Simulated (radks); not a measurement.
Q: Dy16+, configuration [Kr] 4d10 4f4 (the NIST ground configuration). All-electron calculation, scalar-relativistic Kohn-Sham, PBEsol, spin-polarised, spherical densities, finite nucleus; open shells are filled with parallel spins first (spin-orbit coupling, left out, can overturn this in heavy ions); Fermi nuclear charge, rms radius 5.2218 fm. Program: a radial shooting solver on a logarithmic mesh with Libxc functionals. Some entries of the table are withheld. Estimate them.

| orbital | occ. | eigenvalue (eV) | <r^2> (bohr^2) |
|---|---|---|---|
| 1s down | 1 | -53994.41 | 0.0006098 |
| 1s up | 1 | -53994.40 | 0.0006098 |
| 2s up | 1 | -9295.878 | 0.009527 |
| 2s down | 1 | -9295.806 | 0.009527 |
| 2p up | 3 | -8291.151 | 0.007711 |
| 2p down | 3 | -8291.106 | 0.007710 |
| 3s up | 1 | -2355.007 | 0.06287 |
| 3s down | 1 | -2352.394 | 0.06277 |
| 3p up | 3 | -2046.417 | 0.06311 |
| 3p down | 3 | -2043.821 | 0.06299 |
| 3d up | 5 | -1648.898 | 0.05280 |
| 3d down | 5 | -1646.904 | 0.05266 |
| 4s up | 1 | -746.0810 | 0.3039 |
| 4s down | 1 | -740.9904 | 0.3042 |
| 4p up | 3 | -641.8559 | 0.3369 |
| 4p down | 3 | -636.8731 | 0.3373 |
| 4d up | 5 | (1) | 0.3788 |
| 4d down | 5 | (2) | 0.3799 |
| 4f up | 4 | -340.9750 | 0.4297 |
| 4f down | 0 | -335.9212 | 0.4337 |

A: 
(1) 4d up eigenvalue (eV): -499.5810
(2) 4d down eigenvalue (eV): -494.6664
